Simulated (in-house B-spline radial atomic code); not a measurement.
Configurations of Ag III (Ag2+), with energies counted from [Kr] 4d9. All numbers are computed (scalar-relativistic (X2C) wB97X, spin-polarised, spherical fractional occupations, exact exchange averaged over the configuration; Fermi nucleus of rms radius 4.5454 fm) with a B-spline radial code for spherical atoms, not measured. Shells without spins written out take the highest spin.

Occupations are held fixed; configurations that lie above the ionisation limit could autoionise.

```json
{"configuration": "[Ar] 3d10 4s2 4p5 4d9 5s1", "E - E(ref) (eV)": "62.809", "highest orbital": "5s up", "its <r> (bohr)": "2.424"}
{"configuration": "[Ar] 3d10 4s2 4p5 4d9 4f1", "E - E(ref) (eV)": "81.674", "highest orbital": "4f up", "its <r> (bohr)": "5.684"}
{"configuration": "[Ar] 3d10 4s2 4p5 4d9 5f1", "E - E(ref) (eV)": "84.411", "highest orbital": "5f up", "its <r> (bohr)": "9.734"}
```

Q: Order these further configurations by energy, lowest first.
A. [Ar] 3d10 4s2 4p5 4d10
B. [Kr] 4d8 4f1
C. [Kr] 4d8 5s1
D. [Kr] 4d8 5d1

A: C (8.7434 eV), D (23.76 eV), B (27.422 eV), A (53.538 eV).
